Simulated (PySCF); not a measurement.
Run record: geometry optimisation, `[SiH3][Si@H](Br)Cl`.

Computed with PBE0-D3(BJ)/def2-SVP geometry optimisation, gas phase (PySCF 2.14.0). Start geometry: GFN2-xTB. A driver script takes a list of jobs; this job's settings line and coordinates (Å) are shown.

Command:
```bash
OMP_NUM_THREADS=1 python probes_run.py task.json out
```

Input:
```
{"job": {"xc": "PBE0", "basis": "def2-SVP", "d3": "d3bj", "grid": 1, "shake": 0.01, "kind": "geom"}, "charge": 0, "multiplicity": 1}
Si    -0.002310     1.052940    -0.645450
Si    -0.041370    -0.997080     0.392610
Cl     1.759140    -1.908350     0.344520
Br    -0.570150    -0.734220     2.537600
H      0.930390     1.985920    -0.034110
H      0.327940     0.914760    -2.061250
H     -1.352200     1.657560    -0.564400
H     -0.996300    -1.990670    -0.021990
```

Output:
```
step   0  E = -3614.50244595  max force = 0.020822
step   1  E = -3614.50763141  max force = 0.007256
step   2  E = -3614.50790289  max force = 0.002780
step   3  E = -3614.50795015  max force = 0.000396
step   4  E = -3614.50795618  max force = 0.000464
step   5  E = -3614.50795767  max force = 0.001331
step   6  E = -3614.50795668  max force = 0.001235
step   7  E = -3614.50796194  max force = 0.000349
optimisation converged
```

Energies in Eh; «max force» is the largest Cartesian gradient component in Eh/bohr.

Q: How much energy does the optimisation release, in eV?

A: E(step 0) − E(last step) = 0.005516 Eh, which is 0.150 eV.

Q: Give the first gradient maximum in eV/Å.

A: With 1 Eh/bohr = 51.422 eV/Å, 1.071 eV/Å.

Main results: final energy -3614.50796 Eh after 7 steps; dipole 1.57 D.

Q: Give the final coordinates.

A: 0.083 Å rms from the input after alignment:
```
atom  x, y, z in Å
Si1   -0.6267    0.6239   -0.5254
Si2   -0.6135   -1.3852    0.6678
Cl3    1.2991   -2.1695    0.5832
Br4   -1.1434   -0.9081    2.7777
H5     0.3828    1.5168    0.1156
H6    -0.2578    0.3741   -1.9511
H7    -1.9833    1.2431   -0.4512
H8    -1.5585   -2.4359    0.2018
```

Q: Estimate the wall time. Hardware: an Arm Neoverse N1 with one thread, no GPU, shared host with 64 logical CPUs at a one-minute load of 45. And the peak memory of the process?

A: About 58 s, with 0.45 GiB resident at the peak, the Python interpreter and its libraries included.
Labels such as C1 count atoms from 1, the log's own numbers from 0.
